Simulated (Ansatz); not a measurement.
Geometry optimisation, RKS LDA/def2-SVP in Ansatz.

The input (input.yaml):

```yaml
crystal:
  periodic: [false, false, false]
  atoms:
    - { symbol: "N", position_ang: [-1.18446, 0.95837, -0.49419] }
    - { symbol: "N", position_ang: [-0.04663, 0.19037, -0.02346] }
    - { symbol: Si, position_ang: [-0.208, -0.43679, 1.58758] }
    - { symbol: Si, position_ang: [0.93015, -0.44227, -1.31604] }
    - { symbol: H, position_ang: [-1.5425, 1.48231, 0.30261] }
    - { symbol: H, position_ang: [-0.82308, 1.64393, -1.1575] }
    - { symbol: H, position_ang: [1.09221, -1.01261, 1.90417] }
    - { symbol: H, position_ang: [-1.28937, -1.41569, 1.72838] }
    - { symbol: H, position_ang: [-0.52062, 0.73929, 2.41419] }
    - { symbol: H, position_ang: [1.30826, 0.73532, -2.11086] }
    - { symbol: H, position_ang: [0.20545, -1.38487, -2.17173] }
    - { symbol: H, position_ang: [2.07859, -1.05736, -0.66316] }
basis:
  gaussian: { orbitals: def2-SVP }
hamiltonian:
  xc: lda
relax:
  f_tol: 0.015
  max_steps: 40
```

Run as:

```bash
$ ansatz run input.yaml --threads 2 --pin off --max-ram 3072MiB --backend cpu --events-out ev --progress --plain --runs-dir out
```

**Question.** Where does it end, and by what steps?

**Answer.** The forces met the threshold. After 13 steps the energy has fallen by 0.451 eV; H5 moved furthest, 1.28 Å.

```tsv
step	energy less start (eV)	largest force component (eV/Å)	accepted
0	0.0000	1.252	yes
1	-0.1355	0.496	yes
2	-0.1528	0.112	yes
3	-0.1681	0.452	yes
4	-0.1480	1.536	no
5	-0.1859	0.325	yes
6	-0.2064	0.321	yes
7	-0.2370	0.596	yes
8	-0.3015	0.399	yes
9	-0.3697	0.307	yes
10	-0.4260	0.190	yes
11	-0.4336	0.308	yes
12	-0.4505	0.025	yes
13	-0.4506	0.007	yes
```

```xyz
12
Properties=species:S:1:pos:R:3
N -1.099 0.957 -0.611
N -0.099 0.104 -0.102
Si -0.113 -0.247 1.604
Si 0.959 -0.437 -1.377
H -2.042 0.569 -0.448
H -1.051 1.892 -0.176
H 1.030 -1.170 1.930
H -1.427 -0.884 1.997
H 0.003 1.032 2.402
H 1.645 0.725 -2.050
H 0.204 -1.210 -2.429
H 1.992 -1.333 -0.740
```

Whether the end is a true minimum wasn't checked by a vibrational analysis.

Time of the run: 16 s on 2 threads of Arm Neoverse V2, with other jobs on the host, peak memory 0.14 GiB.
